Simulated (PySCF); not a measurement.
C4H2Cl3F, SMILES C(=C)=C(C(Cl)(F)Cl)Cl.

Geometry: B3LYP-D3(BJ)/def2-SVP. This is a generated structure with no PubChem entry under its InChIKey; it may be hypothetical. The values are those of a single conformer.

Level of theory: PBE/def2-TZVP (PySCF).

Symmetry labels are those of the subgroup Cs that the program uses (full group Cs).

Computed valence orbital energies around the gap with their symmetry:
```
orbital  symmetry  energy (eV)
-------  --------  -----------
HOMO−7         A"        -9.17
HOMO−6         A'        -8.71
HOMO−5         A'        -8.29
HOMO−4         A'        -7.90
HOMO−3         A"        -7.77
HOMO−2         A"        -7.56
HOMO−1         A'        -7.44
HOMO           A"        -6.67
LUMO           A'        -2.48
LUMO+1         A"        -2.04
LUMO+2         A'        -1.47
LUMO+3         A"         0.16
```
